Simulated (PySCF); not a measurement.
Correlation energy of Ar⁺ (argon, charge +1)

[Ne] 3s2 3p4 4s1, 4s spin antiparallel (an excited configuration). Calculation: PySCF 2.14, in x2c-TZVPPall with one added diffuse shell each of s, p, d type (6s6p4d1f, 51 functions); scalar relativity by spin-free X2C-1e. Frozen: 1s2; 15 electrons correlated.

MP2 pair energies summed by pair of shells (mhartree):

```csv
pair,energy,share (%)
2p-2p,-101.93,32.3
3p-3p,-61.67,19.5
3s-3p,-58.15,18.4
2p-3p,-25.93,8.2
2s-2p,-15.95,5.1
3p-4s,-14.69,4.7
2p-3s,-12.96,4.1
3s-3s,-9.39,3.0
2s-2s,-4.75,1.5
2s-3p,-3.85,1.2
3s-4s,-3.48,1.1
2s-3s,-1.85,0.6
2p-4s,-1.00,0.3
2s-4s,-0.11,0.0
```

Total MP2 correlation energy: -315.72 mhartree.

Same-spin part -88.30 and opposite-spin part -227.42 mhartree; SCS-MP2 scales them by 1/3 and 6/5 to -302.34 mhartree.

This basis was not built for core-valence correlation, so the inner-shell part is incomplete.
